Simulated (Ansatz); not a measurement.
Gas-phase electronic energies from Ansatz, PBE0-D4/def2-TZVP geometries. CBS: MP2 limit from def2 TZ/QZ plus the TZ coupled-cluster correction, frozen cores. This one scheme is used for every species. One conformer a species, not always the lowest.

`C=C[SiH2]O[SiH2]F` + `O[SiH](O)[SiH](F)F` → `C=C[SiH2][SiH](F)F` + `O[SiH](O)O[SiH2]F`  (redistribution)

| species | SCS-MP2/def2-TZVPP energy (Eh) |
| --- | --- |
| `C=C[SiH2]O[SiH2]F` | -833.31411 |
| `O[SiH](O)[SiH](F)F` | -930.41534 |
| `C=C[SiH2][SiH](F)F` | -857.28724 |
| `O[SiH](O)O[SiH2]F` | -906.45824 |

Q: Work out ΔE.

A: ΔE = (-857.28724) + (-906.45824) − (-833.31411) − (-930.41534) = -0.01603 Eh = -10.1 kcal/mol. CCSD(T)/CBS gives -10.5 kcal/mol.

Largest T1 diagnostic among the species: 0.013.
